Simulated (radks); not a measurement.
Excited configurations of the zinc ion Zn2+: one electron is placed in a higher orbital outside [Ar] 3d9. The ground configuration is [Ar] 3d10. All-electron calculation, Dirac Kohn-Sham, LDA (Slater exchange, Perdew-Wang correlation), spin-unpolarised, spherical densities, point nucleus; open shells fill j = l - 1/2 first. Program: a radial shooting solver on a logarithmic mesh with Libxc functionals. Excitation = E - E(ground); binding = E(ion) - E, where the ion is the core of charge +3; n* = 3/sqrt(2 binding) in atomic units, and the quantum defect is n - n*.

| outer orbital | excitation (eV) | binding (eV) | eigenvalue (eV) | <r> (bohr) |
|---|---|---|---|---|
| 4p1/2 | 17.924 | 22.813 | -18.688 | 2.500 |
| 5s1/2 | 27.253 | 13.484 | -11.522 | 4.652 |
| 5p1/2 | 29.641 | 11.096 | -9.404 | 5.355 |
| 6s1/2 | 33.037 | 7.700 | -6.641 | 8.125 |
| 6p1/2 | 34.098 | 6.639 | -5.706 | 9.138 |
| 6d3/2 | 35.794 | 4.943 | -4.225 | 11.74 |
| 6f5/2 | 37.127 | 3.610 | -3.078 | 15.38 |
| 7s1/2 | 35.738 | 4.999 | -4.342 | 12.56 |
| 7p1/2 | 36.304 | 4.433 | -3.844 | 13.88 |
| 7d3/2 | 37.251 | 3.486 | -3.015 | 17.13 |

The Delta-SCF ionisation energy is 40.737 eV (NIST Atomic Spectra Database: 39.723 eV, measured). Self-interaction in the functional shifts the binding energies and quantum defects, so they are the method's values and not measured ones. Spin polarisation and multiplet splitting are left out, so open shells lie too high by an amount that depends on their filling.

Beside tabulated values, note that spin-unpolarised runs miss the spin-polarisation part of the exchange energy of open shells.
